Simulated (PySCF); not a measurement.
Species: C4H5FNS (charge +1).
InChI=1S/C4H5FNS/c1-6-2-4(5)7-3-6/h2-3H,1H3/q+1

Theory: TDDFT CAM-B3LYP/def2-SVPD, vertical, gas phase, core orbitals frozen in the response (PySCF 2.14.0, density-fitted response routines). Geometry: GFN2-xTB; no solvent, vibrations or thermal averaging.

Problem. Predict the UV-vis stick spectrum at this level.

Solution. 

```
state  E (eV)  λ (nm)  ν̃ (cm⁻¹)       f  |μ| (D)  symmetry  main configurations (H = HOMO, L = LUMO)
   S1    5.39   230.2      43440   0.080     1.98        A′                                 H→L (96%)
   S2    6.36   194.9      51320   0.067     1.66        A′                  H-1→L (80%), H→L+2 (17%)
   S3    6.46   191.8      52140  0.0000     0.03         –                               H→L+1 (96%)
   S4    7.14   173.7      57570  0.0000     0.02         –                             H-1→L+1 (92%)
   S5    7.60   163.2      61260   0.428     3.86        A′                  H→L+2 (79%), H-1→L (16%)
   S6    7.71   160.9      62150  0.0050     0.42        A″                               H-2→L (95%)
   S7    8.02   154.7      64650   0.066     1.47        A′                             H-1→L+2 (90%)
   S8    8.04   154.2      64840  0.0056     0.43        A″                  H→L+4 (75%), H→L+3 (13%)
```

Triplets, Tamm–Dancoff:

```csv
state,E (eV),λ (nm),"main configurations (H = HOMO, L = LUMO)"
T1,3.72,333.3,H→L (95%)
T2,4.79,259.0,"H-1→L (79%), H→L+2 (17%)"
T3,5.02,246.9,"H→L+2 (76%), H-1→L (19%)"
```

The lowest singlet lies at 5.39 eV (230 nm, ultraviolet) and is of moderate strength; its leading configuration is HOMO→LUMO (96%). The most intense listed level is S5 at 7.60 eV (163 nm, f = 0.428), 2.21 eV above S1. Löwdin shares by element: HOMO carbon 69% or more, fluorine 12% (atoms not listed hold the other 18%); LUMO carbon 42% or more, sulfur 26%, nitrogen 20%. Weighted by f, the mean energy of these states is 7.25 eV. Orbital energies (eV): HOMO-3 -17.91, HOMO-2 -17.27, HOMO-1 -15.31, HOMO -14.19, LUMO -5.74, LUMO+1 -3.99, LUMO+2 -3.89. Of the 8 states listed, 4 reach f = 0.01 and 2 stay under 0.0005. Symmetry labels in Cs follow from the direction of the transition dipole and are given only for states with f of 0.002 or more. Singlets were solved by full linear response, triplets in the Tamm–Dancoff approximation.

On one thread of an x86-64 server, on a shared host, this took 32 s.
